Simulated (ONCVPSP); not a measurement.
**Before and after: ONCV potential for caesium (Cs)**

ONCVPSP 4.0.1 input, shortened (lines: element, Z, core and valence counts, functional; n l f; lmax; l rc ep ncon nbas qcut; lloc lpopt rc5 dvloc0; l nproj debl; icmod fcfact rcfact), PBE, fully relativistic:

```
  Cs 55.00    9    3        4      upf
    1    0    2.00
    2    0    2.00
    2    1    6.00
    3    0    2.00
    3    1    6.00
    3    2   10.00
    4    0    2.00
    4    1    6.00
    4    2   10.00
    5    0    2.00
    5    1    6.00
    6    0    1.00
    2
    0    3.00    0.00    5    9    3.90
    1    3.05    0.00    4    9    4.00
    2    2.40    0.30    4    8    3.40
    4    2    2.05   -1.00
    0    2    0.90
    1    2    0.80
    2    3    3.00
    0    0.00    0.00
```

Open shells are filled in proportion to 2j + 1.

In the d channel the program set the typed energies aside and used 0.050, 3.050, 6.050 Ha (j = l + 1/2; the other j can differ).

All-electron outer shells of the reference configuration (PBE, scalar-relativistic, ld1.x):

```tsv
shell	level (eV)	outermost node (bohr)	outermost maximum (bohr)
5s	-26.73	0.82	1.54
5p	-13.52	0.89	1.79
6s	-2.09	2.11	4.80
```

Change: s: qcut 4.5; p: qcut 4.7; d: qcut 4.

Cutoffs: the cutoffs (Ha) at which the residual kinetic energy of the hardest occupied pseudo-wave falls to 1 and 0.1 mHa per electron; they do not see the model core or the augmentation charge, which bear on the density cutoff. Errors are all-electron minus pseudo energies relative to the spin-unpolarised reference configuration.

Q: What does the change do?

A: The potential gets harder (5.4 Ha and 7.0 Ha → 6.6 Ha and 8.2 Ha); of the 4 tests that both files solve, the error grows in 0 and shrinks in 1 by more than 15 % and 0.3 meV (median size 0.1 → 0.1 meV); neither file shows a bound ghost.

| quantity | base | changed |
| --- | --- | --- |
| cutoff, loose | 5.4 Ha | 6.6 Ha |
| cutoff, tight | 7.0 Ha | 8.2 Ha |
| loose cutoff by channel | s 5.4 Ha, p 4.2 Ha | s 6.6 Ha, p 4.1 Ha |
| bound ghosts | none | none |
| GHOST(+) flags under 300 eV | none | s at 96.3 eV |
| error for 5s2 5p6 6s0, meV [ΔE 3.86 eV] | +0.1 | +0.1 |
| error for 5s2 5p6 6s0.5, meV [ΔE 1.47 eV] | 0.0 | 0.0 |
| error for 5s2 5p6 6s0 6p1, meV [ΔE 1.37 eV] | +0.1 | +0.1 |
| error for 5s1 5p6 6s1, meV [ΔE 31.65 eV] | -72 | -44 |
| s: phases at 3.05 bohr within 0.05 rad from the reference energy up to (Ha; the scan ends near 5) | 2.3 | 2.6 |
| p3/2: phases at 3.09 bohr within 0.05 rad from the reference energy up to (Ha; the scan ends near 5) | 2.8 | 3.1 |
| p1/2: phases at 3.09 bohr within 0.05 rad from the reference energy up to (Ha; the scan ends near 5) | 2.8 | 3.0 |
| d5/2: phases at 2.43 bohr within 0.05 rad from the reference energy up to (Ha; the scan ends near 5) | to the end of the scan | to the end of the scan |
| d3/2: phases at 2.43 bohr within 0.05 rad from the reference energy up to (Ha; the scan ends near 5) | to the end of the scan | to the end of the scan |

Base: The cutoffs count occupied waves only; projector 3 of the d channel, the hardest unoccupied one, needs 19 Ha at the loose tolerance. These tests converged, but a pseudo level misses the all-electron one widely, so the file describes the atom poorly there or has found another state: 5s2 5p6 6s0 6p1: empty 6s by 2.9 eV. Changed file: The cutoffs count occupied waves only; projector 3 of the d channel, the hardest unoccupied one, needs 20 Ha at the loose tolerance. These tests converged, but a pseudo level misses the all-electron one widely, so the file describes the atom poorly there or has found another state: 5s2 5p6 6s0 6p1: empty 6s by 2.9 eV.
